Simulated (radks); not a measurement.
Values are calculated unless marked as measured or tabulated.
Excited configurations of Pd II: one electron is placed in a higher orbital outside [Kr] 4d8. The ground configuration is [Kr] 4d9. Level of theory: scalar-relativistic Kohn-Sham, SCAN, spin-unpolarised, spherical densities, finite nucleus; meta-GGA in the generalised Kohn-Sham scheme; Fermi nuclear charge, rms radius 4.5318 fm (a radial shooting solver on a logarithmic mesh with Libxc functionals). Excitation = E - E(ground); binding = E(ion) - E, where the ion is the core of charge +2; n* = 2/sqrt(2 binding) in atomic units, and the quantum defect is n - n*.

outer orbital  excitation (eV)  binding (eV)     n*  eigenvalue (eV)  <r> (bohr)
5s                       4.954        15.984  1.845          -12.421       2.767
5f                      18.703         2.236  4.934           -1.687       15.37
6p                      15.889         5.049  3.283           -3.959       7.785
6d                      17.725         3.213  4.116           -2.449       11.42
6f                      19.358         1.580  5.869           -1.231       23.29
7s                      17.292         3.646  3.863           -2.928       11.45
7f                      19.759         1.179  6.793           -0.932       32.70

The Delta-SCF ionisation energy is 20.938 eV (NIST Atomic Spectra Database: 19.4 eV, semi-empirical). Self-interaction in the functional shifts the binding energies and quantum defects, so they are the method's values and not measured ones. Spin polarisation and multiplet splitting are left out, so open shells lie too high by an amount that depends on their filling.

Beside tabulated values, note that spin-unpolarised runs miss the spin-polarisation part of the exchange energy of open shells.
